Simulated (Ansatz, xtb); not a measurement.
# Ranking isomers of C4H3NOSe

5 gas-phase structures of C4H3NOSe, from a drawn sample of its isomers (lower ones may exist). Each was relaxed with GFN2-xTB; where two conformers were screened, the lower at r2SCAN-D4/def2-SVP//GFN2-xTB is listed:

A. `O=Cc1ncc[se]1`, a singlet
B. `O=C1C=C[Se]N=C1`, a singlet
C. `O=Cc1cnc[se]1`, a singlet
D. `C[Se]C(=C=O)C#N`, a singlet
E. `O=Cc1cc[se]n1`, a singlet

Question: Which do you expect lowest at r2SCAN-D4/def2-SVP//GFN2-xTB, and how would the others follow?

Answer: Calculated order at r2SCAN-D4/def2-SVP//GFN2-xTB: A (0.0), C (4.8), E (30.5), B (64.5), D (97.9) kJ/mol.

Energies above the lowest of each column, in kJ/mol; the last columns are at r2SCAN-D4/def2-SVP geometries and were run for some of them only (a dash: not run or not comparable):

| structure | GFN2-xTB | HF/STO-3G | r2SCAN-D4/def2-SVP//GFN2-xTB | r2SCAN-D4/def2-SVP | CCSD(T)/def2-SVP + ΔMP2/def2-TZVPP |
| --- | --- | --- | --- | --- | --- |
| A | 0.0 | 2.1 | 0.0 | 0.0 | 0.0 |
| C | 1.6 | 0.0 | 4.8 | 4.6 | 1.9 |
| E | 8.8 | 8.1 | 30.5 | 28.8 | 13.0 |
| B | 31.0 | 53.1 | 64.5 | 64.4 | – |
| D | 112.1 | 45.9 | 97.9 | – | – |

CCSD(T)/def2-SVP + ΔMP2/def2-TZVPP has A and C within 1 kcal/mol of each other at the bottom, and every level picks one of them. Flexible structures stand in one conformer each, not always the lowest. Frequencies (GFN2-xTB) were run for A, C, E alone. ΔMP2 is the change of the MP2 energy from the smaller to the larger basis.

Over these structures GFN2-xTB departs from r2SCAN-D4/def2-SVP//GFN2-xTB by 15.0 kJ/mol on average once a common shift is removed. A GFN2-xTB relaxation took about 0.053 s and the r2SCAN-D4/def2-SVP//GFN2-xTB energy about 0.8 s on a shared host (Ansatz 0.2.0, xtb 6.7.1).
